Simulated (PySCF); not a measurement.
From computed data to an observable: dipole moment from atomic charges

BHFBr, SMILES FBBr. Atoms are numbered in the order given.

```xyz
4

B     -0.5522    -1.0980     0.0000
H     -1.7100    -1.3499     0.0000
F      0.3426    -2.0582     0.0000
Br     0.0397     0.7247     0.0000
```

Coordinates come from a B3LYP-D3(BJ)/def2-TZVP optimisation.

Charges (e) from HF/def2-TZVPD run with PySCF:

```csv
atom,IAO,ESP fit
B1,0.454,0.425
H2,-0.014,-0.054
F3,-0.361,-0.218
Br4,-0.078,-0.153
```

The dipole moment of the full density is 1.00 D.

**Question.** What dipole moment does each set of point charges give, and which comes closer to that of the density?

**Answer.** 
μ = Σ q r, and 1 e Å = 4.8032 D.
IAO: Σ q r = (-0.354, 0.207, 0.000) e Å, |μ| = 1.97 D.
ESP fit: Σ q r = (-0.223, -0.056, 0.000) e Å, |μ| = 1.10 D.
ESP fit comes closer in size. Point charges leave out the atoms' own dipoles (lone pairs, polarised bonds); fits to the potential absorb them, partitions of the density don't.
